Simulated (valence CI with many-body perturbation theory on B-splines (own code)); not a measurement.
Energy levels of Cs XXXIV

Calculated by valence CI with perturbative core correlation (CI+MBPT): four valence electrons over a frozen Dirac-Fock core [Ar], a basis of 9 s, 9 p, 10 d, 8 f, 5 g, 3 h, 1 i functions for each j, with the one-electron correlation potential Σ1, the two-electron term Σ2, the three-electron term Σ3, Breit, model QED; selected CI, second order for the rest (own B-spline code, finite nucleus).

The last digits are not significant, and no measured levels were compared; by estimate large intervals hold to a few tenths of a per cent, small ones and those within an open d or f shell to about a per cent. Only levels of the ground parity were solved; by the run's estimate the other parity begins above the list, which can be wrong where configurations are misplaced.

Levels 1 to 34 of 34, with energies above the lowest level, (3d3/2^4) J=0. "Leading %" is the weight of the configuration and term that name the level; weights of strongly mixed levels are sums over their largest components and can fall short. In the jj column 3d3/2^4 stands for four electrons in 3d with j = 3/2. Lifetimes count E1, E2, E3, M1 and M2 decay at the calculated energies, and are blank where another channel may lead or the interval is too uncertain; long ones can be off by a factor of two.

| No. | Configuration | Term | J | E (cm⁻¹) | Leading % | Second component | Lifetime | g | Leading jj |
| --- | --- | --- | --- | --- | --- | --- | --- | --- | --- |
| 1 | 3d⁴ | ³P | 0 | 0 | 52 | 40 % 3d⁴ ⁵D |  |  | 3d3/2^4 (93 %) |
| 2 | 3d⁴ | ⁵D | 1 | 91293 | 71 | 29 % 3d⁴ ³P | 42.9 μs | 1.495 | 3d3/2^3 3d5/2 (94 %) |
| 3 | 3d⁴ | ⁵D | 2 | 142690 | 73 | 8 % 3d⁴ ³F | 209 μs | 1.384 | 3d3/2^3 3d5/2 (62 %) |
| 4 | 3d⁴ | ³F | 4 | 158910 | 32 | 22 % 3d⁴ ⁵D |  | 1.154 | 3d3/2^3 3d5/2 (90 %) |
| 5 | 3d⁴ | ⁵D | 3 | 167390 | 55 | 21 % 3d⁴ ³F | 2.28 ms | 1.305 | 3d3/2^3 3d5/2 (64 %) |
| 6 | 3d⁴ | ⁵D | 0 | 236660 | 57 | 24 % 3d⁴ ³P | 8.53 μs |  | 3d3/2^2 3d5/2^2 (91 %) |
| 7 | 3d⁴ | ⁵D | 4 | 249130 | 42 | 42 % 3d⁴ ³H | 38.1 μs | 1.139 | 3d3/2^2 3d5/2^2 (85 %) |
| 8 | 3d⁴ | ³F | 2 | 266060 | 42 | 22 % 3d⁴ ¹D | 16.1 μs | 0.996 | 3d3/2^2 3d5/2^2 (70 %) |
| 9 | 3d⁴ | ³G | 3 | 267620 | 53 | 30 % 3d⁴ ⁵D | 28.7 μs | 1.017 | 3d3/2^2 3d5/2^2 (67 %) |
| 10 | 3d⁴ | ³H | 5 | 287990 | 71 | 29 % 3d⁴ ³G | 61.0 μs | 1.077 | 3d3/2^2 3d5/2^2 (100 %) |
| 11 | 3d⁴ | ³P | 1 | 298460 | 57 | 25 % 3d⁴ ³D | 16.8 μs | 1.245 | 3d3/2^2 3d5/2^2 (83 %) |
| 12 | 3d⁴ | ³H | 6 | 303990 | 59 | 41 % 3d⁴ ¹I | 25.8 ms | 1.093 | 3d3/2^2 3d5/2^2 (96 %) |
| 13 | 3d⁴ | ³G | 4 | 326960 | 63 | 32 % 3d⁴ ¹G | 129 μs | 1.028 | 3d3/2^2 3d5/2^2 (94 %) |
| 14 | 3d⁴ | ³D | 2 | 334460 | 42 | 32 % 3d⁴ ³P | 89.4 μs | 1.149 | 3d3/2^2 3d5/2^2 (89 %) |
| 15 | 3d⁴ | ³F | 3 | 336180 | 41 | 38 % 3d⁴ ³D |  | 1.150 | 3d3/2^2 3d5/2^2 (84 %) |
| 16 | 3d⁴ | ³F | 4 | 381010 | 39 | 28 % 3d⁴ ⁵D | 13.4 μs | 1.191 | 3d3/2 3d5/2^3 (66 %) |
| 17 | 3d⁴ | ³F | 2 | 393660 | 35 | 32 % 3d⁴ ³P | 11.5 μs | 1.048 | 3d3/2^2 3d5/2^2 (71 %) |
| 18 | 3d⁴ | ³F | 3 | 410000 | 47 | 22 % 3d⁴ ³G | 9.51 μs | 1.103 | 3d3/2 3d5/2^3 (88 %) |
| 19 | 3d⁴ | ³G | 5 | 433760 | 71 | 29 % 3d⁴ ³H | 21.2 μs | 1.146 | 3d3/2 3d5/2^3 (100 %) |
| 20 | 3d⁴ | ³D | 1 | 437590 | 71 | 19 % 3d⁴ ³P | 7.01 μs | 0.786 | 3d3/2 3d5/2^3 (87 %) |
| 21 | 3d⁴ | ¹I | 6 | 442430 | 59 | 41 % 3d⁴ ³H |  | 1.063 | 3d3/2 3d5/2^3 (96 %) |
| 22 | 3d⁴ | ³F | 4 | 447860 | 53 | 35 % 3d⁴ ¹G | 22.2 μs | 1.118 | 3d3/2^2 3d5/2^2 (74 %) |
| 23 | 3d⁴ | ³P | 2 | 467960 | 64 | 21 % 3d⁴ ³D | 30.3 μs | 1.346 | 3d3/2^2 3d5/2^2 (60 %) |
| 24 | 3d⁴ | ¹S | 0 | 475120 | 57 | 42 % 3d⁴ ³P | 12.2 μs |  | 3d3/2 3d5/2^3 (80 %) |
| 25 | 3d⁴ | ³F | 2 | 493410 | 57 | 34 % 3d⁴ ³P | 11.0 μs | 0.990 | 3d3/2 3d5/2^3 (54 %) |
| 26 | 3d⁴ | ¹F | 3 | 495590 | 45 | 32 % 3d⁴ ³D | 13.9 μs | 1.083 | 3d3/2 3d5/2^3 (92 %) |
| 27 | 3d⁴ | ³F | 3 | 568130 | 70 | 27 % 3d⁴ ¹F | 17.7 μs | 1.061 | 3d3/2 3d5/2^3 (99 %) |
| 28 | 3d⁴ | ¹G | 4 | 571940 | 69 | 21 % 3d⁴ ³F | 7.46 μs | 1.047 | 3d3/2 3d5/2^3 (50 %) |
| 29 | 3d⁴ | ³P | 1 | 572730 | 95 | 4 % 3d⁴ ³D | 9.88 μs | 1.455 | 3d3/2 3d5/2^3 (96 %) |
| 30 | 3d⁴ | ³P | 0 | 585840 | 58 | 40 % 3d⁴ ¹S | 21.5 μs |  | 3d3/2^2 3d5/2^2 (62 %) |
| 31 | 3d⁴ | ¹D | 2 | 586310 | 52 | 21 % 3d⁴ ³F | 10.7 μs | 1.043 | 3d5/2^4 (42 %) |
| 32 | 3d⁴ | ³F | 4 | 601060 | 48 | 33 % 3d⁴ ¹G | 7.61 μs | 1.135 | 3d5/2^4 (51 %) |
| 33 | 3d⁴ | ¹D | 2 | 689590 | 71 | 13 % 3d⁴ ³D | 6.53 μs | 1.002 | 3d5/2^4 (44 %) |
| 34 | 3d⁴ | ¹S | 0 | 827620 | 76 | 24 % 3d⁴ ³P | 3.64 μs |  | 3d5/2^4 (63 %) |

The ionisation energy to 3d³ ⁴F3/2 of the next ion comes out as 2138.1 eV (NIST: 2137 ± 5 eV (theoretical)). All 34 levels together are meant to be complete up to 860720 cm⁻¹.
